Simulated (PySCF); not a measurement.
Correlation energy of Zr²⁺ (zirconium, charge +2)

[Kr] 4d2, high-spin 3F determinant. All numbers are calculated (PySCF 2.14, scalar relativity through the core potential, in def2-QZVPPD with the def2 core potential (28 electrons) (7s5p4d3f2g, 81 functions)). Frozen: 4s2 4p6; 2 electrons correlated.

With two correlated electrons CCSD is exact within the correlated space (frozen core and kept virtual orbitals).

```
level  correlation energy (mhartree)
 CCSD                          -4.96
```

Diagnostics: T1 = 0.0011, D1 = 0.0015, largest double amplitude 0.013.

Is a single reference adequate?

Yes, within this model without spin-orbit coupling: T1 lies below 0.03 and no double amplitude reaches 0.07.
